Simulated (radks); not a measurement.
Q: The europium ion Eu30+, configuration [Ar] 3d10 4s2 4p3 (the NIST ground configuration). All-electron calculation, Dirac Kohn-Sham, PBE, spin-unpolarised, spherical densities, point nucleus; open shells are shared between the two j in proportion to 2j + 1. Program: a radial shooting solver on a logarithmic mesh with Libxc functionals.

Spin-orbit splittings of the eigenvalues, e(l+1/2) - e(l-1/2), with zeta = 2 splitting/(2l+1) and mean radii in bohr:

| shell | occ. | splitting (eV) | zeta (eV) | <r> j=l-1/2 | <r> j=l+1/2 |
|---|---|---|---|---|---|
| 2p | 6 | ? | ? | 0.07896 | 0.08566 |
| 3p | 6 | 136.5 | 90.99 | 0.2354 | 0.2476 |
| 3d | 10 | 30.11 | 12.05 | 0.2188 | 0.2226 |
| 4p | 3 | 41.07 | 27.38 | 0.5067 | 0.5248 |
| 4d | 0 | 8.829 | 3.532 | 0.5186 | 0.5237 |

Estimate the 2p splitting.

A: 649.7 eV (zeta = 433.2 eV).
